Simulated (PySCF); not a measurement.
Spectrum to structure. The calculation used TDDFT PBE0/def2-SVPD, vertical, gas phase, core orbitals frozen in the response in PySCF. Geometries: GFN2-xTB, one conformer each.

| state | λ (nm) | f |
| --- | --- | --- |
| S1 | 269.2 | 0.0022 |
| S2 | 217.9 | 0.189 |
| S3 | 215.7 | 0.0040 |
| S4 | 208.8 | 0.026 |
| S5 | 201.2 | 0.281 |
| S6 | 171.6 | 0.020 |

Triplets computed (Tamm–Dancoff): 3.62, 4.26 eV.

Question: Which structure fits?
A. `C(/C(=O)N)(=C/CCl)F`
B. `CCC1=NC[C@H](F)C1`
C. `CC[C@@H](C)[C@@H](F)C#N`
D. `C=C(C)/C(F)=C\CN`

Answer: A. Its S1, at 4.61 eV, is the lowest among the candidates; the nearest of the others has S1 at 5.04 eV. S1 is HOMO→LUMO (59%), HOMO-1→LUMO (35%). Löwdin shares by element: HOMO oxygen 32%, carbon 28% or more, chlorine 15% (atoms not listed hold the other 25%); LUMO carbon 58% or more, oxygen 12% (atoms not listed hold the other 30%). At the same level the other candidates give, for their lowest levels:
- `CCC1=NC[C@H](F)C1`: 222 nm (f 0.001); 180 nm (f 0.014); 167 nm (f 0.039); 164 nm (f 0.022); 162 nm (f 0.156); T1 4.76 eV; HOMO -7.40, LUMO 0.13 eV
- `CC[C@@H](C)[C@@H](F)C#N`: 172 nm (f 0.001); 155 nm (f 0.003); 151 nm (f 0.006); 149 nm (f 0.004); 148 nm (f 0.004); T1 6.25 eV; HOMO -9.39, LUMO -0.29 eV
- `C=C(C)/C(F)=C\CN`: 246 nm (f 0.280); 216 nm (f 0.369); 202 nm (f 0.011); 188 nm (f 0.008); 187 nm (f 0.033); T1 3.12 eV; HOMO -6.63, LUMO -1.02 eV

Shape of the structure used: `[NH2:1][C:2](=[O:3])/[C:4]([F:5])=[CH:6]\[CH2:7][Cl:8]`: N1–C2–C4–F5 8°, C4–C6–C7–Cl8 122°, H–N1–C2–O3 0°, H–N1–C2–O3 180°.
